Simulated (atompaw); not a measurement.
## Cu (Z = 29): PAW (atompaw) pseudisation with PBE, scalar-relativistic reference atom.

The input file (atompaw 4.2.0.5):

```
Cu 29
GGA-PBE scalarrelativistic loggrid 1500 logderivrange -8 5 326
4 4 3 0 0 0
4 0 0
4 1 0
0 0 0
c
c
c
v
c
v
v
v
2
1.65 1.30 1.15 1.10
y
2.25
n
n
y
-0.25
n
custom polynom gramschmidtortho sinc
3 0 troulliermartins
1.65
1.65
1.15
1.65
1.65
1.65
PWSCFOUT
UPFDX 0.0125d0 UPFXMIN -7.d0 UPFZMESH 29.d0
END
```

Command:

```bash
atompaw < Cu.input > Cu.log
```

The program printed (summary file):

```
Completed calculations for Cu (AE)

 Exchange-correlation type: GGA, Perdew-Burke-Ernzerhof

 Radial integration grid is logarithmic
 r0 =   2.8831811E-04 h =   8.3612251E-03   n =      1500 rmax =   8.0000000E+01

 Scalar relativistic calculation

 AEatom converged in  33 iterations
   nz     =  29.00
   delta  =       8.456147085640E-17

 All Electron Orbital energies:
  n  l      occupancy      energy
  1  0      2.0000000E+00 -6.5118376E+02
  2  0      2.0000000E+00 -7.8705812E+01
  3  0      2.0000000E+00 -9.0640125E+00
  4  0      0.0000000E+00 -8.7405789E-01
  2  1      6.0000000E+00 -6.8013575E+01
  3  1      6.0000000E+00 -5.9382623E+00
  4  1      0.0000000E+00 -4.8135636E-01
  3  2      1.0000000E+01 -1.0038858E+00

 Total energy
   Total                    :    -3309.09947436737912

 ---
 Completed calculations for Cu (SC)

 Exchange-correlation type: GGA, Perdew-Burke-Ernzerhof

 Radial integration grid is logarithmic
 r0 =   2.8831811E-04 h =   8.3612251E-03   n =      1500 rmax =   8.0000000E+01

 Scalar relativistic calculation

 SCatom converged in   2 iterations
   nz     =  29.00
   delta  =       8.160283132006E-17

 Valence Electron Orbital energies:
  n  l      occupancy      energy
   4  0      0.0000000E+00 -8.7405789E-01
   3  1      6.0000000E+00 -5.9382623E+00
   4  1      0.0000000E+00 -4.8135636E-01
   3  2      1.0000000E+01 -1.0038858E+00

 Total energy
   Total                    :    -3309.09947436135963
   Valence                  :     -397.38330868767719

 PAW parameters:
       lmax =            2
         rc =    1.6524306692165767
        irc =         1036
   rc_shape =    1.3074608937573604
    rc_vloc =    1.1533135702163577
    rc_core =    1.1060801473847910
   Vloc: Norm-conserving Troullier-Martins with l= 3;e=   0.0000E+00
   Projector type: polynomial pseudization + Gram-Schmidt ortho.
   Sinc^2 compensation charge shape zeroed at   1.3075E+00

 Number of basis functions     6
 No.   n  nodes  l      Energy         Cp coeff         Occ
  1    4    3    0   -0.8740579E+00  0.1000000E+01  0.0000000E+00
  2  999    4    0    0.2250000E+01  0.2336523E+00  0.0000000E+00
  3    3    1    1   -0.5938262E+01  0.1000000E+01  0.6000000E+01
  4    4    2    1   -0.4813564E+00  0.2037019E+01  0.0000000E+00
  5    3    0    2   -0.1003886E+01  0.1000000E+01  0.1000000E+02
  6  999    1    2   -0.2500000E+00  0.4215440E-01  0.0000000E+00

 Eigenvalues of overlap operator (in the basis of projectors):
    1        1.52470385E-01
    2        8.33576262E-01
    3        5.02461199E+00
    4        9.82931552E+01
    5        1.14504364E+02
    6        9.42641814E+04

 Orbital leakage outside PAW augmentation regions
   orb  is_core?  %out_of_sphere
   1 0    T           0.00
   2 0    T           0.00
   3 0    T           0.51
   4 0    F          84.97
   2 1    T           0.00
   3 1    F           1.29
   4 1    F          94.56
   3 2    F          13.40

 Summary of PAW energies
   Total valence energy     :   -397.38271933143307
   Smooth energy            :     48.98174264247893
   One center               :   -446.36446197391200
   Smooth kinetic           :     66.25699404078985
   Vloc energy              :    -27.79093610688560
   Smooth exch-corr         :    -15.15477665444303
   One-center xc            :   -119.60702865490714
```

Note: ghost state, extra bound levels that the all-electron valence spectrum of the same l lacks: s at -143.0 eV. A true bound ghost makes a file unfit for plane-wave use.

The run took about 2.7 s on one core of a shared server CPU.
